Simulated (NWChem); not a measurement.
Molecule: C₂H₄N₂OSi; SMILES O[SiH]1N=CC=N1

```xyz
10

O      0.0001    -2.0761     0.5036
Si    -0.0002    -0.7059    -0.4130
N     -1.3494     0.4287    -0.0720
C     -0.7665     1.5338     0.1961
C      0.7668     1.5337     0.1958
N      1.3493     0.4284    -0.0727
H      0.0027    -1.9776     1.4661
H     -0.0009    -1.1490    -1.8185
H     -1.3211     2.4530     0.4190
H      1.3217     2.4526     0.4184
```
Atoms are numbered in this order, from 1.

All runs: NWChem. All runs use the structure optimised with B3LYP/6-31G* (spherical d). Level: M06-2X/def2-SVP with SMD (1 M gas to 1 M solution), gas-phase geometry. Reactions with the solvent are ignored.

```
solvent     dielectric constant  solvation free energy (kcal/mol)  cavity-dispersion-structure term (kcal/mol)  dipole in solution (D)
----------  -------------------  --------------------------------  -------------------------------------------  ----------------------
water                      78.4                              -9.6                                          1.9                    3.39
2-propanol                 19.3                              -9.2                                          ___                     ___
n-hexane                   1.88                              -4.4                                         -0.6                    2.67
acetone                    20.5                              -8.7                                          0.1                    3.21
benzene                    2.27                              -5.2                                         -0.6                    2.75
```

Q: Some entries are withheld; supply them.

A: 
- 2-propanol, cavity-dispersion-structure term (kcal/mol): 1.3
- 2-propanol, dipole in solution (D): 3.29
